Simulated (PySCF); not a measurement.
# Nuclear quadrupole coupling in `C[Si]1(S[SiH3])C[SiH2]C1`

Species: C3H12SSi3.
Geometry (GFN2-xTB, Å), atoms numbered from 1 in this order:
```
atom  x, y, z in Å
C1     0.4024    2.0691    0.2629
Si2   -0.1286    0.2644    0.5192
S3     1.4075   -0.8328    1.6036
Si4    3.0742   -0.7575    0.2732
C5    -0.7514   -0.6628   -1.0412
Si6   -2.4648   -0.9715   -0.2312
C7    -1.8330   -0.0562    1.3310
H8    -0.4180    2.6582   -0.1327
H9     0.7179    2.5181    1.1995
H10    1.2323    2.1383   -0.4342
H11    4.0643   -1.5965    0.9245
H12    3.5245    0.6245    0.1406
H13    2.6731   -1.2739   -1.0310
H14   -0.7772   -0.0618   -1.9456
H15   -0.2036   -1.5698   -1.2811
H16   -2.7940   -2.3809   -0.0310
H17   -3.5548   -0.2744   -0.9171
H18   -2.3861    0.8426    1.5864
H19   -1.7944   -0.6677    2.2271
```

Field gradients from the PBE0/pcSseg-1 density (PySCF, non-relativistic), principal values in atomic units, ordered |Vxx| ≤ |Vyy| ≤ |Vzz|:

```json
{"atom": "S3", "Vxx": "0.2873", "Vyy": "1.3355", "Vzz": "-1.6228"}
```

**Question.** Find the asymmetry η = (Vxx − Vyy)/Vzz and the couplings χ = eQV/h (234.96 MHz × Q in barn × V in au), with Q(33S) = −0.0678 b.

**Answer.** 
```json
{"atom": "S3", "environment": "sulfur bonded to 2 Si", "nucleus": "33S", "η": "0.65", "χzz (MHz)": "25.85", "χxx (MHz)": "-4.58", "χyy (MHz)": "-21.28"}
```

The tensor is traceless: Vxx + Vyy + Vzz = 0.

**Question.** What is Vzz at S3 in SI units (1 au = 9.71736 × 10²¹ V/m²)?

**Answer.** -1.6228 au = -15.769 × 10²¹ V/m².

**Question.** And the gradient at the other heavy atoms, for which no coupling is worked out here?

**Answer.** 
```csv
atom,environment,Vzz (au),η
C1,Si-methyl carbon,-0.030,0.56
Si2,four-coordinate silicon,0.490,0.59
Si4,SiH3 silicon,0.566,0.11
C5,sp3 carbon bound to silicon,-0.057,0.13
Si6,SiH2 silicon,0.221,0.39
C7,sp3 carbon bound to silicon,-0.059,0.12
```

**Question.** What couplings would deuterons (Q(2H) = 0.00286 b) have in place of the hydrogens, at this geometry?

**Answer.** 
```json
{"atom": "H8", "bonded to": "C1", "bond length (Å)": "1.085", "Vzz (au)": "0.3274", "η": "0.01", "χzz (kHz)": "220"}
{"atom": "H9", "bonded to": "C1", "bond length (Å)": "1.086", "Vzz (au)": "0.3245", "η": "0.01", "χzz (kHz)": "218"}
{"atom": "H10", "bonded to": "C1", "bond length (Å)": "1.086", "Vzz (au)": "0.3247", "η": "0.01", "χzz (kHz)": "218"}
{"atom": "H11", "bonded to": "Si4", "bond length (Å)": "1.452", "Vzz (au)": "0.1698", "η": "0.02", "χzz (kHz)": "114"}
{"atom": "H12", "bonded to": "Si4", "bond length (Å)": "1.460", "Vzz (au)": "0.1645", "η": "0.02", "χzz (kHz)": "111"}
{"atom": "H13", "bonded to": "Si4", "bond length (Å)": "1.459", "Vzz (au)": "0.1648", "η": "0.02", "χzz (kHz)": "111"}
{"atom": "H14", "bonded to": "C5", "bond length (Å)": "1.086", "Vzz (au)": "0.3332", "η": "0.03", "χzz (kHz)": "224"}
{"atom": "H15", "bonded to": "C5", "bond length (Å)": "1.086", "Vzz (au)": "0.3317", "η": "0.02", "χzz (kHz)": "223"}
{"atom": "H16", "bonded to": "Si6", "bond length (Å)": "1.461", "Vzz (au)": "0.1647", "η": "0.00", "χzz (kHz)": "111"}
{"atom": "H17", "bonded to": "Si6", "bond length (Å)": "1.464", "Vzz (au)": "0.1626", "η": "0.01", "χzz (kHz)": "109"}
{"atom": "H18", "bonded to": "C7", "bond length (Å)": "1.086", "Vzz (au)": "0.3337", "η": "0.02", "χzz (kHz)": "224"}
{"atom": "H19", "bonded to": "C7", "bond length (Å)": "1.086", "Vzz (au)": "0.3326", "η": "0.02", "χzz (kHz)": "223"}
```

One conformer (not necessarily the lowest) at the GFN2-xTB geometry, without solvent, vibrations or thermal averaging. GFN2-xTB bond lengths can be off by several hundredths of an ångström, more for odd bonds, and the gradients follow them. These gradients aren't converged with respect to the basis.
